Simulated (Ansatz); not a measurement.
Geometry optimisation, Ansatz 0.2.0, DFT PBE, scalar-relativistic, plane waves, PAW.

Input file:

```yaml
crystal:
  lattice:
    - [0.0, 5.43, 5.43]
    - [5.43, 0.0, 5.43]
    - [5.43, 5.43, 0.0]
  atoms:
    - { symbol: Si, position: [0.0, 0.0, 0.0] }
    - { symbol: Si, position: [0.125, 0.125, 0.125] }
    - { symbol: Si, position: [0.0, 0.0, 0.5] }
    - { symbol: Si, position: [0.125, 0.125, 0.625] }
    - { symbol: Si, position: [0.0, 0.5, 0.0] }
    - { symbol: Si, position: [0.125, 0.625, 0.125] }
    - { symbol: Si, position: [0.0, 0.5, 0.5] }
    - { symbol: Si, position: [0.125, 0.625, 0.625] }
    - { symbol: Si, position: [0.5, 0.0, 0.0] }
    - { symbol: Si, position: [0.625, 0.125, 0.125] }
    - { symbol: Si, position: [0.5, 0.0, 0.5] }
    - { symbol: Si, position: [0.625, 0.125, 0.625] }
    - { symbol: Si, position: [0.5, 0.5, 0.0] }
    - { symbol: Si, position: [0.625, 0.625, 0.125] }
    - { symbol: Si, position: [0.5, 0.5, 0.5] }
    - { symbol: Si, position: [0.625, 0.625, 0.625] }
    - { symbol: Si, position: [0.31247871, 0.31481888, 0.809864] }
basis:
  ecutwfc: 420.0
kpoints:
  mp_grid: { grid: [2, 2, 2] }
hamiltonian:
  xc: pbe
  pseudopotentials: { kind: paw, azcp: { folder: soft_1 } }
scf:
  occupations: { method: gaussian, width: 0.05 }
  lower_state_search: "off"
relax:
  f_tol: 0.03
  max_steps: 60
  adjacent_minimum: "off"
```

Launched with:

```bash
$ ansatz run input.yaml --threads 1 --pin off --max-ram 3072MiB --backend cpu --events-out ev --progress --plain --runs-dir out
```

Q: Where does it end, and by what steps?

A: The forces met the threshold. The force dipped under the threshold on the way, but the program's further checks kept it going. Limits of this set-up: coarse k mesh. After 21 steps the energy has fallen by 0.996 eV; Si4 moved furthest, 0.48 Å. Joined: Si4–Si17 (3.52 → 2.60 Å).

```
step  energy less start (eV)  largest force component (eV/Å)  accepted
   0                  0.0000                           2.279       yes
   1                 -0.7068                           0.985       yes
   2                 -0.9474                           0.121       yes
   3                 -0.9612                           0.073       yes
   4                 -0.9634                           0.014       yes
   5                 -0.9636                           0.008       yes
   6                 -0.9637                           0.003       yes
   7                 -0.9637                           0.003       yes
   8                 -0.9637                           0.004       yes
   9                 -0.9638                           0.005       yes
  10                 -0.9639                           0.007       yes
  11                 -0.9641                           0.009       yes
  12                 -0.9644                           0.012       yes
  13                 -0.9649                           0.016       yes
  14                 -0.9657                           0.021       yes
  15                 -0.9753                           0.086       yes
  16                 -0.9857                           0.134       yes
  17                 -0.9947                           0.054       yes
  18                 -0.9945                           0.054        no
  19                 -0.9947                           0.054       yes
  20                 -0.9945                           0.054        no
  21                 -0.9961                           0.014       yes
```

```xyz
17
Lattice="0.0000 5.4300 5.4300 5.4300 0.0000 5.4300 5.4300 5.4300 0.0000" Properties=species:S:1:pos:R:3
Si 0.058 0.058 -0.069
Si 1.472 1.475 1.165
Si 2.967 2.964 0.254
Si 4.347 4.346 1.633
Si 2.729 -0.042 2.671
Si 4.044 1.320 4.036
Si 5.490 2.645 2.776
Si 6.908 3.878 4.191
Si -0.042 2.729 2.672
Si 1.322 4.043 4.038
Si 2.645 5.489 2.775
Si 3.880 6.907 4.187
Si 2.628 2.626 5.346
Si 3.977 3.976 6.694
Si 5.385 5.386 5.444
Si 6.749 6.748 6.761
Si 5.848 5.845 3.135
```

Run time: 110 s on 1 thread of Arm Neoverse V2, with other jobs on the host, peak memory 0.49 GiB.
